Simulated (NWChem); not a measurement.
C3H4O2Si; SMILES O=C1CC(=O)[SiH2]1

```xyz
10

O      2.3654     0.0000    -0.5288
C      1.1833     0.0000    -0.2805
C      0.0000     0.0000    -1.2759
C     -1.1833     0.0000    -0.2805
O     -2.3654     0.0000    -0.5288
Si     0.0000     0.0000     1.3210
H      0.0000     0.8922    -1.9438
H      0.0000    -0.8922    -1.9438
H      0.0000    -1.2352     2.1819
H      0.0000     1.2352     2.1819
```
Atoms are numbered in this order, from 1.

All runs: NWChem. Geometry: optimised at PBE-D3(BJ)/def2-SVP. B3LYP is NWChem's, with the RPA form of VWN correlation. Atomic charges in e: unrestrained fits to the electrostatic potential beside Mulliken populations; buried atoms are poorly determined by the fit.

### Question
Predict the results for B3LYP/def2-SVP. Quantities: ESP O1; Mulliken O1; ESP C2; Mulliken C2; ESP C3; Mulliken C3; ESP C4; Mulliken C4; ESP O5; Mulliken O5; relative RMS misfit of the potential (%).

### Answer
| Item | Value |
|---|---|
| ESP O1 | -0.41 |
| Mulliken O1 | -0.16 |
| ESP C2 | 0.33 |
| Mulliken C2 | -0.10 |
| ESP C3 | -0.06 |
| Mulliken C3 | 0.02 |
| ESP C4 | 0.33 |
| Mulliken C4 | -0.10 |
| ESP O5 | -0.41 |
| Mulliken O5 | -0.16 |
| relative RMS misfit of the potential (%) | 22 |
